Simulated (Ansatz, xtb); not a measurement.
**CH2GaO: which of two isomers lies lower**

We compare I, `[CH2][O][Ga]`, a doublet, with II, `O[CH][Ga]`, a doublet. Both are isolated molecules in the gas phase, relaxed with PBE0-D3(BJ)/def2-SVP; the shapes shown needn't be the lowest conformers.

I (Å):

```xyz
5

C     0.2833    0.2804    0.2668
Ga   -1.4977   -2.0338   -0.8784
O    -0.4619   -0.6871   -0.2130
H    -0.1138    1.3012    0.2941
H     1.2911    0.0523    0.6309
```

II (Å):

```yaml
atoms:
  - { symbol: C, position_ang: [-0.5438, 0.0257, -0.4283] }
  - { symbol: Ga, position_ang: [-0.4165, -0.3841, 1.5530] }
  - { symbol: O, position_ang: [0.3377, 0.3915, -1.3768] }
  - { symbol: H, position_ang: [-1.5421, -0.0506, -0.9013] }
  - { symbol: H, position_ang: [1.2189, 0.4660, -0.9920] }
```

Which of the two would you expect CCSD(T)/def2-SVP + ΔMP2/def2-TZVPP electronic energies to favour?

Structure I; the calculation gives E(II) − E(I) = +108.4 kJ/mol.

The same difference at several levels:

```tsv
level	geometry	E(II) − E(I) (kJ/mol)	departure from the last row (kJ/mol)	job, with rough time for the two
PBE0-D3(BJ)/def2-SVP	PBE0-D3(BJ)/def2-SVP	+116.7	+8.2	optimisation, 78 s
HF/def2-SVP	PBE0-D3(BJ)/def2-SVP	+128.3	+19.9	part of the CCSD(T) run
MP2/def2-SVP	PBE0-D3(BJ)/def2-SVP	+124.2	+15.8	part of the CCSD(T) run
CCSD(T)/def2-SVP	PBE0-D3(BJ)/def2-SVP	+117.2	+8.7	single point
CCSD(T)/def2-SVP + ΔMP2/def2-TZVPP	PBE0-D3(BJ)/def2-SVP	+108.4		single point, 41 s
```

As drawn, II has 1 C–Ga, 1 O–H in place of 1 Ga–O, 1 C–H.

None of the levels shown reverses the order. The largest departure from CCSD(T)/def2-SVP + ΔMP2/def2-TZVPP is that of HF/def2-SVP, 19.9 kJ/mol. Levels run at GFN2-xTB geometries aren't shown. The last row adds to CCSD(T) the change of the MP2 difference between the two basis sets, here −8.7 kJ/mol.

With harmonic frequencies from PBE0-D3(BJ)/def2-SVP (ideal gas, rigid rotor, one conformer each, 298.15 K, 1 atm): on the last row, ΔE + ΔZPE = +115.7, ΔH = +113.6, ΔG = +116.1 kJ/mol.

Open shells are spin-unrestricted. The correlated steps freeze 11 core orbitals; the filled d shell of Ga is correlated, in a basis made for valence electrons. Codes used: Ansatz 0.2.0; the last row on 1 thread of Arm Neoverse V1 on a shared host.
